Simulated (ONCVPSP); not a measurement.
**Zn (Z = 30): excitation energies, all-electron against ONCV**

ONCVPSP 4.0.1 input, shortened (lines: element, Z, core and valence counts, functional; n l f; lmax; l rc ep ncon nbas qcut; lloc lpopt rc5 dvloc0; l nproj debl; icmod fcfact rcfact), LDA (Perdew-Wang 92), scalar-relativistic:

```
  Zn 30.00    3    4  -001012      upf
    1    0    2.00
    2    0    2.00
    2    1    6.00
    3    0    2.00
    3    1    6.00
    3    2   10.00
    4    0    0.50
    2
    0    0.90    0.00    4    8   16.00
    1    1.05    0.00    4    8   15.70
    2    1.35    0.00    4    8   13.90
    4    5    0.60    3.00
    0    2    2.30
    1    2    1.70
    2    2    1.60
    3    4.50    1.05
```

In the p channel the program set the typed energies aside and used -3.619, 0.250 Ha.

Energies are relative to the spin-unpolarised reference configuration 3s2 3p6 3d10 4s0.5; without spin polarisation the order of configurations can differ from experiment.

Give the all-electron excitation energy and the error of the potential for: 3s2 3p6 3d10 4s2; 3s2 3p6 3d10 4s1; 3s2 3p6 3d10 4s0; 3s1 3p6 3d10 4s2.

| valence configuration | charge | ΔE all-electron (eV) | error AE − PS (meV) |
| --- | --- | --- | --- |
| 3s2 3p6 3d10 4s2 | 0 | -18.450 | +5.4 |
| 3s2 3p6 3d10 4s1 | +1 | -8.265 | +1.2 |
| 3s2 3p6 3d10 4s0 | +2 | 10.498 | +0.2 |
| 3s1 3p6 3d10 4s2 | +1 | 119.023 | -136 |
